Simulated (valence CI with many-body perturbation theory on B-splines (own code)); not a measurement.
Values are calculated unless marked as measured or tabulated.
## Energy levels of P XI

Level of theory: configuration interaction combined with many-body perturbation theory (CI+MBPT): three valence electrons over a frozen Dirac-Fock core [He], a basis of 11 s, 11 p, 10 d, 8 f, 5 g, 2 h functions for each j, with the one-electron correlation potential Σ1 (screened to all orders), the two-electron term Σ2, the three-electron term Σ3, Breit, model QED; selected single and double excitations, second order for the rest, scaled by the run's own slope (own B-spline code, finite nucleus).

No measured levels were compared; by estimate levels of excited configurations hold to 0.05 to 0.15 % of their energy, terms of the ground configuration to about 0.5 %.

Levels 181 to 192 of 192, with energies above the lowest level, 2s²2p ²P°_1/2. "Leading %" is the weight of the configuration and term that name the level; weights of strongly mixed levels are sums over their largest components and can fall short. In the jj column 3d3/2^4 stands for four electrons in 3d with j = 3/2.

```
No.  Configuration  Term    J  E (× 10³ cm⁻¹)  Leading %       g              Leading jj  Second component
181         2s2p4f    ²G  9/2          3231.4         90   1.119   2s 2p3/2 4f5/2 (76 %)     8 % 2s2p4f ⁴G
182         2s2p4f    ⁴D  3/2          3232.1         86   1.116   2s 2p3/2 4f5/2 (93 %)     8 % 2s2p4f ⁴F
183         2s2p4f    ⁴D  1/2          3232.9        100  -0.001  2s 2p3/2 4f5/2 (100 %)                  
184         2s2p4f    ²D  5/2          3233.0         59   1.189   2s 2p3/2 4f7/2 (90 %)    25 % 2s2p4f ⁴D
185         2s2p4f    ²D  3/2          3234.9         90   0.824   2s 2p3/2 4f7/2 (95 %)     8 % 2s2p4f ⁴D
186          2s²5s    ²S  1/2          3291.2         90   2.002          2s^2 5s (90 %)      5 % 2p²5s ²S
187          2s²5p   ²P°  1/2          3307.9         64   0.665       2s^2 5p1/2 (64 %)   31 % 2s2p4s ²P°
188          2s²5p   ²P°  3/2          3308.5         63   1.334       2s^2 5p3/2 (63 %)   32 % 2s2p4s ²P°
189         2s2p4s   ²P°  1/2          3317.4         66   0.665      2s 2p3/2 4s (47 %)    30 % 2s²5p ²P°
190         2s2p4s   ²P°  3/2          3317.6         65   1.334      2s 2p3/2 4s (45 %)    30 % 2s²5p ²P°
191          2s²5d    ²D  3/2          3326.2         94   0.799       2s^2 5d3/2 (94 %)      5 % 2p²5d ²D
192          2s²5d    ²D  5/2          3326.3         94   1.200       2s^2 5d5/2 (94 %)      5 % 2p²5d ²D
```

Names give the largest LS component (configuration and term), which can be under half, so a name can repeat, a term be missing and a line seem to break the LS rules; names also repeat where a configuration has a term twice.
